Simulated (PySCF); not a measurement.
2H-1,3-oxazine (C₄H₅NO), SMILES C1=COCN=C1.

Coordinates come from a B3LYP-D3(BJ)/def2-SVP optimisation. The geometry has at least one imaginary mode, so it is a saddle point at that level. The values are those of a single conformer.

These are TDA-PBE/def2-SVPD run with PySCF 2.14.0 values and carry that method's errors.

Vertical excitations. Gas-phase values at a fixed geometry. State labels are in the subgroup Cs.

Computed lowest excited states:
```
state  symmetry  energy (eV)  λ (nm)      f                          main pairs
-----  --------  -----------  ------  -----  ----------------------------------
S1           A"         4.06     305  0.004                    HOMO−1→LUMO 99 %
S2           A'         4.15     299  0.077                      HOMO→LUMO 92 %
S3           A"         5.36     232  0.015                   HOMO→LUMO+1 100 %
S4           A'         6.12     203  0.006                  HOMO−1→LUMO+1 99 %
S5           A"         6.13     202  0.000                   HOMO→LUMO+3 100 %
S6           A"         6.33     196  0.001                    HOMO→LUMO+4 98 %
S7           A'         6.39     194  0.016  HOMO→LUMO+2 57 %, HOMO−2→LUMO 39 %
S8           A"         6.67     186  0.002  HOMO→LUMO+5 79 %, HOMO−3→LUMO 20 %
S9           A"         6.75     184  0.000  HOMO−3→LUMO 72 %, HOMO→LUMO+5 18 %
S10          A'         6.89     180  0.016                  HOMO−1→LUMO+3 99 %
T1           A'         2.59     479      0                      HOMO→LUMO 99 %
T2           A"         3.51     353      0                   HOMO−1→LUMO 100 %
T3           A'         5.27     235      0  HOMO−2→LUMO 53 %, HOMO→LUMO+2 44 %
T4           A"         5.27     235      0                   HOMO→LUMO+1 100 %
```
Triplets are in the Tamm–Dancoff approximation.
